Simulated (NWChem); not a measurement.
Species: GaNH$_{3}$OCl; SMILES [OH][Ga]([NH2])[Cl]

```xyz
7

Ga     0.0685    -0.3774    -0.0304
Cl    -0.1316     1.7615    -0.0047
O      1.6892    -1.0928     0.0547
H      2.3970    -0.4422     0.0971
N     -1.3845    -1.4202    -0.1148
H     -1.3380    -2.4288    -0.1743
H     -2.3238    -1.0572    -0.2037
```
Atoms are numbered in this order, from 1.

Level: PBE0/def2-SVP (NWChem), optimised geometry, unscaled harmonic frequencies. 

```tsv
frequency (cm⁻¹)	IR intensity (km/mol)
68	166.7
144	7.4
169	14.0
196	5.0
303	119.1
370	22.9
421	35.0
707	38.2
732	48.3
771	108.5
834	128.3
1508	28.9
3640	47.8
3756	56.2
3922	84.7
```

- zero-point energy = 25.1 kcal/mol
- thermal correction to the enthalpy at 298.15 K (with zero-point energy) = 30.0 kcal/mol
- heat capacity Cv = 21.1 cal/(mol K)
- entropy at 298.15 K and 1 atm (symmetry number 1) = 83.2 cal/(mol K)
- dipole moment = 1.25 D

Rigid rotor and harmonic oscillator; modes under 100 cm⁻¹ make the entropy uncertain.
